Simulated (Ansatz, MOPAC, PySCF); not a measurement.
Species: diindium oxide, In2O, charge 0, multiplicity 1. SMILES: [In][O][In]
Geometry from a B3LYP-D3(BJ)/def2-TZVP (Ansatz, an electronic-structure program) optimisation:
```xyz
3

In     0.0000     0.0000    -2.0164
O      0.0000     0.0000     0.0000
In     0.0000     0.0000     2.0164
```
Charge 0, spin multiplicity 1.

Unscaled harmonic wavenumbers (cm⁻¹) in rising order, each level at the stationary point that it reaches from this structure (no distance between atoms moves by over 0.3 Å); the order of modes can differ between levels, and a negative number is imaginary. B3LYP-D3(BJ)/def2-TZVP (PySCF, at the structure above): 57, 57, 204, 734.

PM7 (MOPAC): 31, 31, 233, 872. Zero-point energy 1.7 against 1.5 kcal/mol; where all levels lie over 400 cm⁻¹, the wavenumbers are on average 1.188 times those of B3LYP-D3(BJ)/def2-TZVP.

HF/6-31G* with LANL2DZ past Ar (Ansatz): 100, 100, 224, 794. Zero-point energy 1.7 against 1.5 kcal/mol; where all levels lie over 400 cm⁻¹, the wavenumbers are on average 1.081 times those of B3LYP-D3(BJ)/def2-TZVP.
